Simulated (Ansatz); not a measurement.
Mulliken charges of C$_{2}$H$_{4}$GeN, SMILES `[CH3][GeH][C]#N` radical from PBE/def2-TZVPP in Ansatz (PBE0-D4/def2-TZVP geometry).

```tsv
atom	x (Å)	y (Å)	z (Å)	charge (e)
C1	-0.712	0.925	-0.377	-0.361
Ge2	-0.107	-0.453	0.863	0.160
C3	1.646	-1.029	0.322	-0.223
N4	2.731	-1.326	0.062	0.024
H5	-1.703	1.273	-0.088	0.120
H6	-0.017	1.763	-0.369	0.130
H7	-0.755	0.504	-1.384	0.132
H8	-0.990	-1.713	0.915	0.019
```

By hand: the dipole of these point charges (1 e Å = 4.8032 D).

Σ q r = (-0.387, 0.207, -0.020) e Å, of length 0.439 e Å = 2.11 D.

How does the dipole of the full density compare? (Estimate.)

Ansatz gave: (-0.805, 0.374, 0.048) e Å, 4.27 D; the point charges give 0.49 times that, at 7° from its direction.

Point charges leave out the atoms' own dipoles, such as those of lone pairs, and Mulliken's split depends on the basis, so the two needn't agree.
